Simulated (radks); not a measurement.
Effect of the nuclear size on neutral mercury, [Hg]. Calculated with a radial shooting solver on a logarithmic mesh with Libxc functionals: Dirac Kohn-Sham, exchange-only LDA, spin-unpolarised, spherical densities, finite nucleus; Fermi nuclear charge, rms radius 5.4648 fm. The rms radius is varied about that value; shifts are against it.

rms radius (fm)  total energy shift (eV)  density at nucleus (e/bohr^3)  1s1/2 shift (meV)  2s1/2 shift (meV)  4p1/2 shift (meV)  5s1/2 shift (meV)  5p1/2 shift (meV)  6s1/2 shift (meV)  6p1/2 (empty) shift (meV)
4.6287                             -30.5                      2.478e+06             -12200              -1820              -1.68              -20.6              0.563              -1.30                      0.386
5.0987                             -13.7                      2.381e+06              -5500               -819             -0.760              -9.28              0.253             -0.584                      0.174
5.4648                                 0                      2.314e+06              0.000              0.000              0.000              0.000              0.000              0.000                      0.000
5.82                                13.9                      2.255e+06               5550                826              0.772               9.36             -0.254              0.589                     -0.175
6.7927                              54.4                      2.116e+06              21800               3240               3.06               36.7             -0.991               2.31                     -0.688

Slopes of the eigenvalues against <r^2> in GHz/fm^2, as finite differences over the two radii next to the reference (eigenvalue slopes, not the field-shift constants of lines): 1s1/2 339000, 2s1/2 50500, 4p1/2 47.0, 5s1/2 572, 5p1/2 -15.6, 6s1/2 36.0, 6p1/2 (empty) -10.7.
